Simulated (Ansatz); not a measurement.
Geometry optimisation, RKS BLYP/6-31G (Ansatz).

The input (input.yaml):

```yaml
crystal:
  periodic: [false, false, false]
  atoms:
    - { symbol: Si, position_ang: [0.0, 0.0, 0.0] }
    - { symbol: H, position_ang: [0.0, 0.0, 1.46] }
    - { symbol: O, position_ang: [1.5842, 0.0, -0.5594] }
    - { symbol: Si, position_ang: [2.4906, -1.3762, -0.8866] }
    - { symbol: H, position_ang: [1.6598, -2.3521, -1.5857] }
    - { symbol: H, position_ang: [3.6318, -1.0202, -1.7249] }
    - { symbol: H, position_ang: [2.9691, -1.9538, 0.366] }
    - { symbol: O, position_ang: [-0.7913, 1.3709, -0.5594] }
    - { symbol: Si, position_ang: [-2.4002, 1.4263, -1.0396] }
    - { symbol: H, position_ang: [-3.2124, 0.6421, -0.1138] }
    - { symbol: H, position_ang: [-2.862, 2.8114, -1.0378] }
    - { symbol: H, position_ang: [-2.5267, 0.8736, -2.385] }
    - { symbol: O, position_ang: [-0.7913, -1.3709, -0.5594] }
    - { symbol: Si, position_ang: [-1.673, -2.4329, 0.3983] }
    - { symbol: H, position_ang: [-1.2634, -2.287, 1.792] }
    - { symbol: H, position_ang: [-3.0964, -2.1323, 0.2761] }
    - { symbol: H, position_ang: [-1.4264, -3.8036, -0.0398] }
basis:
  gaussian: { orbitals: "6-31G" }
hamiltonian:
  xc: blyp
relax:
  f_tol: 0.02
  max_steps: 40
```

Command:

```bash
$ ansatz run input.yaml --threads 2 --pin off --max-ram 3072MiB --backend cpu --events-out ev --progress --plain --runs-dir out
```

Question: Where does it end, and by what steps?

Answer: The run converged. The force dipped under the threshold on the way, but the program's further checks kept it going. Limits of this set-up: no polarisation functions. After 32 steps the energy has fallen by 1.146 eV; H10 moved furthest, 1.59 Å.

| step | energy less start (eV) | largest force component (eV/Å) | accepted |
| --- | --- | --- | --- |
| 0 | 0.0000 | 1.385 | yes |
| 2 | -0.8808 | 0.263 | yes |
| 4 | -1.0236 | 0.240 | yes |
| 6 | -1.0602 | 0.330 | yes |
| 8 | -1.1135 | 0.023 | yes |
| 10 | -1.1245 | 0.129 | yes |
| 12 | -1.1361 | 0.045 | yes |
| 14 | -1.1379 | 0.070 | yes |
| 16 | -1.1407 | 0.026 | yes |
| 18 | -1.1412 | 0.028 | yes |
| 20 | -1.1417 | 0.012 | yes |
| 22 | -1.1412 | 0.116 | no |
| 24 | -1.1430 | 0.039 | yes |
| 26 | -1.1437 | 0.043 | yes |
| 28 | -1.1443 | 0.036 | yes |
| 30 | -1.1452 | 0.054 | yes |
| 32 | -1.1459 | 0.006 | yes |

```xyz
17
Properties=species:S:1:pos:R:3
Si -0.149 -0.131 0.630
H 0.257 0.513 1.917
O 1.171 -0.142 -0.443
Si 2.326 -1.029 -1.371
H 1.639 -2.005 -2.303
H 3.116 -0.034 -2.183
H 3.262 -1.799 -0.464
O -1.427 0.757 -0.053
Si -2.110 1.609 -1.390
H -3.566 1.853 -1.078
H -1.406 2.932 -1.592
H -2.002 0.799 -2.665
O -0.643 -1.728 0.930
Si -1.795 -3.009 0.958
H -2.434 -3.095 2.326
H -2.876 -2.796 -0.081
H -1.070 -4.300 0.663
```

The run took 95 s on 2 threads of Arm Neoverse V2, on a shared host, peak memory 0.17 GiB.
